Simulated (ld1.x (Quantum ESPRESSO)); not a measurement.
## Reading a pseudo-wave (Se (Z = 34))

Columns: radius, all-electron u(r) and pseudo u(r) of the 4p shell (level -7.13 eV) of selenium in the configuration [Ar] 3d10 4s1 4p5; PBE, scalar-relativistic, PAW scheme, ld1.x (Quantum ESPRESSO) 7.5.

```tsv
r (bohr)	all-electron	pseudo
0.090	0.1913	0.0060
0.180	0.0724	0.0237
0.270	-0.1515	0.0523
0.360	-0.2900	0.0906
0.450	-0.3155	0.1370
0.540	-0.2574	0.1895
0.630	-0.1516	0.2462
0.720	-0.0253	0.3049
0.810	0.1041	0.3639
0.900	0.2263	0.4212
0.990	0.3358	0.4756
1.080	0.4304	0.5258
1.170	0.5097	0.5711
1.260	0.5742	0.6108
1.350	0.6251	0.6447
1.440	0.6637	0.6725
1.530	0.6913	0.6943
1.620	0.7093	0.7098
1.710	0.7189	0.7189
1.800	0.7213	0.7213
1.890	0.7178	0.7178
1.980	0.7093	0.7093
2.070	0.6968	0.6968
2.160	0.6810	0.6810
2.250	0.6628	0.6628
2.340	0.6425	0.6425
```

**Question.** How many radial nodes do the two functions have?

**Answer.** The all-electron 4p function has n − l − 1 = 2; the pseudo-wave has 0, since the states of the same l below it are removed with the core.

**Question.** At about which radius was the pseudo-wave matched?

**Answer.** 1.75 bohr. The columns agree to 0.0005 from 1.62 bohr on; several derivatives are matched, so the curves merge somewhat inside the radius.

**Question.** Is the pseudo-wave norm-conserving?

**Answer.** No, it belongs to a PAW set: the norm inside the radius is not constrained, and the difference is carried by the augmentation charge.
